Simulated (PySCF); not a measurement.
## How methods differ on the ionisation energy of As

As [Ar] 3d10 4s2 4p3 (4S) → As⁺ [Ar] 3d10 4s2 4p2 (3P), as a difference of total energies. Calculation: PySCF 2.14, in cc-pVDZ-DK (5s4p2d, 27 functions); scalar relativity by spin-free X2C-1e. Correlated levels: valence: [Ar] 3d10 frozen. The calculations carry no spin-orbit coupling.

```tsv
method	ionisation energy (eV)
UHF	9.425
M06-L	9.692
BP86	9.951
MP2 (valence)	9.753
SCS-MP2 (valence)	9.636
CCSD (valence)	9.704
CCSD(T) (valence)	9.707
```

Problem. How much does correlation contribute at CCSD(T) (valence)?

Solution. 9.707 − (9.425) = 0.282 eV, measured against UHF.

Errors of the correlated levels include the incompleteness of this basis and the frozen core.

For comparison: 10.008 eV (measured; NIST levels, between the centres of gravity of the two terms).
